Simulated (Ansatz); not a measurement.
Input for Ansatz (a program for electronic structure): U-CCSD(T)/cc-pVDZ on C2H3B (SMILES BC#C), a point of a bond scan (R = 1.064 Å).

Ansatz 0.2 input:
```yaml
crystal:
  periodic: [false, false, false]
  atoms:
    - {symbol: B, position_ang: [-1.19336207, -0.05181280, -0.71503351]}
    - {symbol: C, position_ang: [0.09242682, 0.00401294, 0.05537990]}
    - {symbol: C, position_ang: [1.12928729, 0.04903083, 0.67664147]}
    - {symbol: H, position_ang: [2.04113857, 0.08862114, 1.22300057]}
    - {symbol: H, position_ang: [-1.95463786, 0.86080340, -0.66658092]}
    - {symbol: H, position_ang: [-1.44997504, -1.00862318, -1.37338029]}
basis:
  gaussian:
    orbitals: cc-pVDZ
correlation: {method: ccsd_t, electrons: outside_noble_gas}
scf: {omitted_lower_state_checks: [cluster_reference]}
magnetization: {spin_polarized: true, initial_magnetization: 0}
```

The head of its log:

```
WARN ansatz: RAYON_NUM_THREADS=1 ignored (pool sized by the plan → 1); use --threads N
Functional definition: HF
these checks for a lower state are left out or cut short: cluster_reference
integrals: 0.04 GiB planned
527 factors; integrals over basis functions are off by at most 1.2e-3 eV
mean field: 0.10 GiB planned
mean field evaluation 1: about -2776.6245 eV, gradient 1.5e1 eV
mean field evaluation 2: about -2776.6264 eV, gradient 1.5e1 eV
mean field evaluation 4: about -2778.1373 eV, gradient 2.1e0 eV
mean field evaluation 8: about -2778.1667 eV, gradient 5.9e-2 eV
mean field evaluation 16: about -2778.1561 eV, gradient 2.3e-1 eV
mean field -2778.16685960 eV, -102.0957489813 hartree, gradient 1.5e-6 eV, S^2 0.000000; 2 other end points of the search recorded, 0 dependent functions left out
3 core orbitals not correlated
reference -2778.16685960 eV, -102.0957489813 hartree; 7, 7 occupied and 47, 47 virtual orbitals, 527 factors
```

Predict the final total energy.

-102.4675 hartree (reference determinant -102.0957, T1 diagnostic 0.014).
